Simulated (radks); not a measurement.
Species: Ir. Configuration: [Xe] 4f14 5d7 6s2. All-electron calculation, Dirac Kohn-Sham, PBE, spin-unpolarised, spherical densities, point nucleus; open shells are shared between the two j in proportion to 2j + 1. Program: a radial shooting solver on a logarithmic mesh with Libxc functionals.

Spin-orbit splittings of the eigenvalues, e(l+1/2) - e(l-1/2), with zeta = 2 splitting/(2l+1) and mean radii in bohr:

shell  occ.  splitting (eV)  zeta (eV)  <r> j=l-1/2  <r> j=l+1/2
2p        6            1628       1085      0.06017      0.06848
3p        6           356.4      237.6       0.1801       0.1954
3d       10           77.01      30.80       0.1705       0.1752
4p        6           84.29      56.20       0.4267       0.4604
4d       10           15.64      6.258       0.4719       0.4832
4f       14           3.119     0.8912       0.5314       0.5391
5p        6           13.58      9.056        1.065        1.165
5d        7           1.224     0.4897        1.675        1.755
